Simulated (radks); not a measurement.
The numbers below are computed, except where a source is named.
Task: The beryllium ion Be+, [He] 2s1. Level of theory: non-relativistic Kohn-Sham, exchange-only B88, spin-polarised, spherical densities, point nucleus (a radial shooting solver on a logarithmic mesh with Libxc functionals). Every spin shell is full or empty, so the densities are truly spherical. Functionals are evaluated on that one density, not self-consistently. Rank these orbital-free kinetic functionals by their error against the exact value of the orbitals, and give that value: Thomas-Fermi, von Weizsacker, TF + vW, TF + vW/9, TF + vW/5, LC94, APBEK, revAPBEK, Perdew 92, Thakkar, Pearson, DePristo-Kress, Ernzerhof.

Result: Exact: 14.2699 hartree. From best to worst, with 100 (|E| - |E exact|)/|E exact| (equal figures are ties): DePristo-Kress -0.16, APBEK +0.35, LC94 +0.39, TF + vW/9 +0.59, Perdew 92 +0.61, Thakkar +0.63, revAPBEK +1.19, Ernzerhof +3.38, Pearson -3.97, von Weizsacker -4.12, TF + vW/5 +9.11, Thomas-Fermi -10.06, TF + vW +85.82.
